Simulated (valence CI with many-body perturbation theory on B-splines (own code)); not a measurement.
# Level structure of Nd XXIX

Computed by valence CI with perturbative core correlation (CI+MBPT): four valence electrons over a frozen Dirac-Fock core [Ar] 3d10, radial functions for each j: 9 s, 9 p, 8 d, 6 f, 3 g, 1 h, with the one-electron correlation potential Σ1 (screened to all orders), the two-electron term Σ2, the three-electron term Σ3, Breit, model QED; selected single and double excitations, second order for the rest, scaled by the run's own slope (own B-spline code, finite nucleus).

The last digits are not significant, and no measured levels were compared; by estimate large intervals hold to a few tenths of a per cent, small ones and those within an open d or f shell to about a per cent.

Levels 1 to 32 of 32, with energies above the lowest level, (4s^2 4p1/2^2) J=0. "Leading %" is the weight of the configuration and term that name the level; weights of strongly mixed levels are sums over their largest components and can fall short, so below about 35 % the name and the second component can differ from the true leading terms, or belong to a minority configuration. In the jj column 3d3/2^4 stands for four electrons in 3d with j = 3/2. Lifetimes count E1, E2, E3, M1 and M2 decay at the calculated energies, and are blank where another channel may lead or the interval is too uncertain; long ones can be off by a factor of two.

```
No.  Configuration  Term  J  E (eV)  Leading %      g  Lifetime               Leading jj
  1         4s²4p²    ³P  0    0.00         74                       4s^2 4p1/2^2 (98 %)
  2         4s²4p²    ³P  1   27.25         99  1.499   7.06 μs  4s^2 4p1/2 4p3/2 (99 %)
  3         4s²4p²    ¹D  2   30.28         58  1.201    614 μs  4s^2 4p1/2 4p3/2 (98 %)
  4         4s²4p²    ³P  2   59.82         58  1.294   3.57 μs      4s^2 4p3/2^2 (98 %)
  5         4s²4p²    ¹S  0   66.69         73          2.22 μs      4s^2 4p3/2^2 (97 %)
  6          4s4p³   ⁵S°  2   89.48         47  1.678    131 ps  4s 4p1/2^2 4p3/2 (90 %)
  7          4s4p³   ³D°  1  100.09         47  0.956   13.2 ps  4s 4p1/2^2 4p3/2 (86 %)
  8          4s4p³   ³D°  2  114.85         50  1.493   78.6 ps  4s 4p1/2 4p3/2^2 (89 %)
  9          4s4p³   ³D°  3  120.66         93  1.329   76.6 ps  4s 4p1/2 4p3/2^2 (93 %)
 10          4s4p³   ³P°  0  126.88         96          17.5 ps  4s 4p1/2 4p3/2^2 (96 %)
 11          4s4p³   ¹D°  2  127.81         35  1.002   30.1 ps  4s 4p1/2 4p3/2^2 (50 %)
 12          4s4p³   ³P°  1  129.71         46  1.272   8.95 ps  4s 4p1/2 4p3/2^2 (86 %)
 13          4s4p³   ³S°  1  134.96         37  1.448   3.87 ps  4s 4p1/2 4p3/2^2 (85 %)
 14        4s²4p4d   ³F°  2  137.23         59  0.856   9.70 ps  4s^2 4p1/2 4d3/2 (55 %)
 15        4s²4p4d   ³F°  3  145.96         72  1.108   10.4 ps  4s^2 4p1/2 4d5/2 (86 %)
 16        4s²4p4d   ³D°  1  147.05         46  0.842   1.91 ps  4s^2 4p1/2 4d3/2 (88 %)
 17        4s²4p4d   ³P°  2  148.06         39  1.287   3.73 ps  4s^2 4p1/2 4d5/2 (87 %)
 18          4s4p³   ³P°  2  154.34         37  1.347   16.0 ps        4s 4p3/2^3 (74 %)
 19          4s4p³   ¹P°  1  164.99         36  1.246   3.35 ps        4s 4p3/2^3 (62 %)
 20        4s²4p4d   ³F°  4  170.19         99  1.248   7.91 μs  4s^2 4p3/2 4d5/2 (99 %)
 21        4s²4p4d   ³D°  2  171.00         43  1.026   2.25 ps  4s^2 4p3/2 4d3/2 (81 %)
 22        4s²4p4d   ³P°  0  172.56         95          2.66 ps  4s^2 4p3/2 4d3/2 (95 %)
 23        4s²4p4d   ³D°  3  173.29         48  1.189   2.29 ps  4s^2 4p3/2 4d3/2 (72 %)
 24        4s²4p4d   ³P°  1  175.63         58  1.256   2.50 ps  4s^2 4p3/2 4d3/2 (63 %)
 25        4s²4p4d   ³P°  2  179.36         42  1.294   3.10 ps  4s^2 4p3/2 4d5/2 (73 %)
 26        4s²4p4d   ¹F°  3  184.90         63  1.115   2.30 ps  4s^2 4p3/2 4d5/2 (79 %)
 27        4s²4p4d   ¹P°  1  188.16         69  0.965   2.91 ps  4s^2 4p3/2 4d5/2 (81 %)
 28            4p⁴    ³P  2  192.24         45  1.319   16.9 ps   4p1/2^2 4p3/2^2 (64 %)
 29        4s4p²4d    ⁵F  1  195.10         59  0.331   57.1 ps  4s 4p1/2^2 4d3/2 (88 %)
 30        4s4p²4d    ⁵F  2  198.61         39  1.189   15.1 ps  4s 4p1/2^2 4d3/2 (49 %)
 31            4p⁴    ¹S  0  201.86         48          7.39 ps   4p1/2^2 4p3/2^2 (85 %)
 32        4s4p²4d    ⁵D  3  204.77         31  1.376   14.1 ps  4s 4p1/2^2 4d5/2 (81 %)
```

The ionisation energy to 4s²4p ²P°1/2 of the next ion comes out as 1050.1 eV (NIST: 1049 ± 4 eV (theoretical)). All 32 levels together are meant to be complete up to 209.94 eV.
